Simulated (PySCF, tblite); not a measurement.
Species: C₆H₁₄PSi (charge +1).
Numbering: `[CH3:1][CH2:2][P@H+:3]1[CH2:4][CH:5]=[C:6]([SiH3:7])[CH2:8]1` (hydrogens: H9, H10, H11 on C1; H12, H13 on C2; H14 on P3; H15, H16 on C4; H17 on C5; H18, H19, H20 on Si7; H21, H22 on C8)

The geometry is computed with GFN2-xTB (gas phase).

(1) Give the optimised bond lengths and angles.

Results:

(1) 
```json
{"bond": "C1–C2", "length (bohr)": "2.885", "order": "single"}
{"bond": "C2–P3", "length (bohr)": "3.430", "order": "single"}
{"bond": "P3–C4", "length (bohr)": "3.437", "order": "single"}
{"bond": "C4–C5", "length (bohr)": "2.862", "order": "single"}
{"bond": "C5=C6", "length (bohr)": "2.503", "order": "double"}
{"bond": "C6–Si7", "length (bohr)": "3.604", "order": "single"}
{"bond": "C6–C8", "length (bohr)": "2.862", "order": "single"}
{"bond": "P3–C8", "length (bohr)": "3.442", "order": "single"}
{"bond": "C1–H9, C1–H10, C1–H11", "length (bohr)": "2.055", "order": "single"}
{"bond": "C2–H12", "length (bohr)": "2.068", "order": "single"}
{"bond": "C2–H13", "length (bohr)": "2.070", "order": "single"}
{"bond": "P3–H14", "length (bohr)": "2.609", "order": "single"}
{"bond": "C4–H15", "length (bohr)": "2.068", "order": "single"}
{"bond": "C4–H16", "length (bohr)": "2.067", "order": "single"}
{"bond": "C5–H17", "length (bohr)": "2.034", "order": "single"}
{"bond": "Si7–H18, Si7–H19, Si7–H20", "length (bohr)": "2.758", "order": "single"}
{"bond": "C8–H21", "length (bohr)": "2.066", "order": "single"}
{"bond": "C8–H22", "length (bohr)": "2.065", "order": "single"}
```

Bonds in one row agree within 0.02 bohr and their mean is given. Orders are formal, as drawn. A selection of angles:
```json
{"angle": "C1–C2–P3", "degrees": "111.2"}
{"angle": "C2–P3–C4", "degrees": "113.3"}
{"angle": "C2–P3–C8", "degrees": "113.7"}
{"angle": "C4–P3–C8", "degrees": "97.0"}
{"angle": "P3–C4–C5", "degrees": "102.3"}
{"angle": "C4–C5–C6", "degrees": "119.2"}
{"angle": "C5–C6–Si7", "degrees": "126.3"}
{"angle": "C5–C6–C8", "degrees": "115.9"}
{"angle": "Si7–C6–C8", "degrees": "117.8"}
{"angle": "P3–C8–C6", "degrees": "103.8"}
```

Dihedral angles: C1–C2–P3–C4 180° (antiperiplanar); C2–P3–C4–C5 108° (anticlinal); P3–C4–C5–C6 8° (synperiplanar); C4–C5–C6–Si7 180° (antiperiplanar); C5–C6–C8–P3 -9° (synperiplanar); C2–P3–C8–C6 -107° (anticlinal).

P3 (phosphonium phosphorus) has angles from 97.0° to 113.7°. C6 (fully substituted alkene carbon) is planar (angles 126.3°, 117.8° and 115.9°, sum 360.0°, 0.00 Å off the plane of its three neighbours). C5 (alkene CH carbon) is planar (angles 123.1°, 119.2° and 117.6°, sum 360.0°, 0.00 Å off the plane of its three neighbours). The 4 C–C bonds span 1.324 Å (C5=C6, drawn double) to 1.527 Å (C1–C2, drawn single), a spread of 0.203 Å. The 5-membered ring P3–C4–C5–C6–C8 has internal angles of 97.0° to 119.2°; it is slightly puckered (a soft mode that the optimisation may not have finished), 0.07 Å rms from its mean plane, widest ring torsion 12°. Si7 (SiH3 silicon) is distorted tetrahedral (angles from 104.4° to 114.3°).

Point group: C1 (no symmetry element, even within 0.4 Å). Its GFN2-xTB frequencies are all real (lowest 28 cm⁻¹). 2 starts were optimised and ended at 0.00 and 0.11 kcal/mol (GFN2-xTB); the lowest of these is shown.

One conformer stands for the species.
